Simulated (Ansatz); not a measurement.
Be₄O₄⁺. Charge 1, multiplicity 2. Geometry PBE-D4/def2-SVP, that of the neutral singlet; atoms count from 1.

```xyz
8

Be   -0.906   -1.211   -0.792
Be   -1.437    0.641    0.663
Be    1.437   -0.641   -0.663
Be    0.906    1.211    0.792
O    -1.961   -0.478   -0.109
O     1.961    0.478    0.108
O     0.445   -1.550   -1.218
O    -0.445    1.550    1.219
```

The structure comes from a short search, and lower isomers may exist.

Problem. Estimate the Mulliken populations from the PBE0/def2-TZVP orbitals of Ansatz.

Solution. 
```tsv
atom	charge (e)	spin (α − β)
Be1	0.28	-0.05
Be2	0.28	-0.05
Be3	0.28	-0.05
Be4	0.28	-0.05
O5	-0.03	0.30
O6	-0.03	0.30
O7	-0.03	0.30
O8	-0.03	0.30
```
Mulliken values and Mayer orders depend strongly on the basis.

Problem. Where does the spin sit?

Solution. Summed by element: Be -0.19, O 1.19, of 1 unpaired in all. Largest on single atoms: O7 0.30, O8 0.30, O6 0.30.

Problem. And the Mayer bond orders between bonded heavy atoms (over 0.3)?

Solution. Be1–O5 1.19 (1.46 Å); Be1–O7 1.19 (1.46 Å); Be2–O5 1.19 (1.46 Å); Be2–O8 1.19 (1.46 Å); Be3–O6 1.19 (1.46 Å); Be3–O7 1.19 (1.46 Å); Be4–O6 1.19 (1.46 Å); Be4–O8 1.19 (1.46 Å).
